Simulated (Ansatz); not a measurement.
The cluster As₂P, relaxed as a doublet with UKS PBE0-D4/def2-TZVP in Ansatz, starting from the GFN2-xTB geometry. Force threshold 0.02 eV/Å.

Another isomer (doublet) lies 1.27 eV lower at PBE0-D4/def2-TZVP; other spin states weren't run for this one.

Start:

```xyz
3

P    -0.0216    0.0354   -0.0869
As   -2.0060   -0.2505    0.4536
As    2.0276    0.2151   -0.3667
```

| step | energy (eV) | largest force component (eV/Å) | SCF passes |
| --- | --- | --- | --- |
| 1 | -130952.4377 | 0.368 | 18 |
| 2 | -130952.4477 | 0.081 | 32 |
| 3 | -130952.4522 | 0.023 | 29 |
| 4 | -130952.4527 | 0.002 | 30 |

Force components are those of the run's own axes.

End:

```xyz
3

P     0.000    0.001   -0.002
As   -2.005   -0.232    0.409
As    2.005    0.231   -0.407
```

By distances, no bond broke or formed. The bond that changes most is P1–As2, from 2.08 to 2.06 Å (atoms count from 1).

No frequencies were taken in this run, so the end may be a saddle point.

Hardware: 4 threads of Arm Neoverse V2 on a shared host. Wall time 9.5 s.
